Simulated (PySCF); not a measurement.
Ge(Cl)2, SMILES [Ge]([Cl])[Cl], singlet at its PBE0/def2-SVP optimised geometry (Å):

```
3

Ge    -0.9002    -1.0782     0.0000
Cl     1.2914    -1.0782     0.0000
Cl    -1.2914     1.0782     0.0000
```

Calculation: PBE0/def2-TZVP (PySCF). Cells within 0.4 Å of a nucleus heavier than hydrogen are left out (blank, or x).

Map of the deformation density (molecule minus spherical neutral atoms) (e/bohr³) on the plane z = 0.0 Å:

```
|3333333333333333333333333333333|
|3333333333333333333333333333333|
|3333333333333333333333333333333|
|3333333333333333333333333333333|
|3333333222223333333333333333333|
|3333332222223333333333333333333|
|3333322222223333333333333333333|
|3333332211233333333333333333333|
|3333333322355433333333333333333|
|333333455xx87543333333333333333|
|33333468xxxx7543333333333333333|
|33333468xxxx5433333333333333333|
|333334565xx45433222333333333333|
|3333334554566432222333333333333|
|3333333467997432223333333333333|
|3332223457886322233344333333333|
|3322222345553212334455443333333|
|3322222233211013455567643223333|
|33222223441x01147754xx742222333|
|3322223464xxx025895xxxx21222333|
|3322234574xxx026884xxxx21222333|
|33222346970xx2357754xx632222333|
|3332334689866434555578642222333|
|3333334578986433344566543223333|
|3333333456664322233444433333333|
|3333333344443222223333333333333|
|3333333333332222223333333333333|
|3333333333322222223333333333333|
|3333333333222222233333333333333|
|3333333333322222333333333333333|
|3333333333333333333333333333333|
```
Scale: ten equal steps from -0.012 (start of '0') to 0.025 (end of '9'), in the order '0123456789'; x runs from -3.50 to 3.50, y from -3.50 (bottom) to 3.50 (top).
